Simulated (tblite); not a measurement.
BaCl$_{2}$ (SMILES [Cl][Ba][Cl]), singlet, geometry from GFN2-xTB (such geometries of metal compounds can be far from the true shape); GFN1-xTB run with tblite 0.6.0.

The tblite input:
```
$ tblite run mol.xyz --method gfn1 --charge 0 --spin 0 --efield 0,0,0.1 --json tblite.json --no-restart

# file mol.xyz
3

Ba     0.29970232     0.35674088     0.39460706
Cl     0.97266002    -0.25073526    -2.06809506
Cl    -1.95991471    -0.92441117     0.76821298
```

Problem. Write the output that tblite gives for this input, abridged.

Solution. 
```
xTB calculator
 | screened Coulomb repulsion
 | Coulomb electrostatics
 |  * isotropic Klopman-Ohno-Mataga-Nishimoto electrostatics
 |  * onsite third-order electrostatics
 | DFT-D3(BJ) dispersion correction
 | Interactions (1)
 | [1] electric field

halogen bonding energy    0.0000000000000E+00 Eh
repulsion energy          1.1962242194841E-02 Eh
dispersion energy        -8.3594401018586E-04 Eh
interaction energy        0.0000000000000E+00 Eh
number of electrons       1.6000000000000E+01 e
integral cutoff           4.0000000000000E+01 bohr

------------------------------------------------------------
  cycle        total energy    energy error   density error
------------------------------------------------------------
      1     -9.016293566720  -9.0274199E+00   5.5842508E-01
      2     -9.145357250400  -1.2906368E-01   3.6379704E-01
      3     -9.109136755171   3.6220495E-02   3.5403482E-01
      4     -9.002893570744   1.0624318E-01   4.5633885E-01
      5     -9.155111091518  -1.5221752E-01   1.3343416E-01
      6     -9.174288716428  -1.9177625E-02   5.5887603E-02
      7     -9.176069007371  -1.7802909E-03   4.8942304E-02
      8     -9.179189176712  -3.1201693E-03   6.7901512E-03
      9     -9.179272967195  -8.3790483E-05   1.4068593E-03
     10     -9.179262554601   1.0412594E-05   3.0038394E-03
     11     -9.179274518475  -1.1963874E-05   4.3978255E-04
     12     -9.179274755219  -2.3674488E-07   2.6579243E-05
     13     -9.179274755824  -6.0404659E-10   1.7121020E-05
------------------------------------------------------------

electronic energy        -9.1904010540082E+00 Eh
total energy             -9.1792747558235E+00 Eh

Post processing:
 | Mayer-Wiberg bond orders

[Info] JSON dump of results written to 'tblite.json'
```
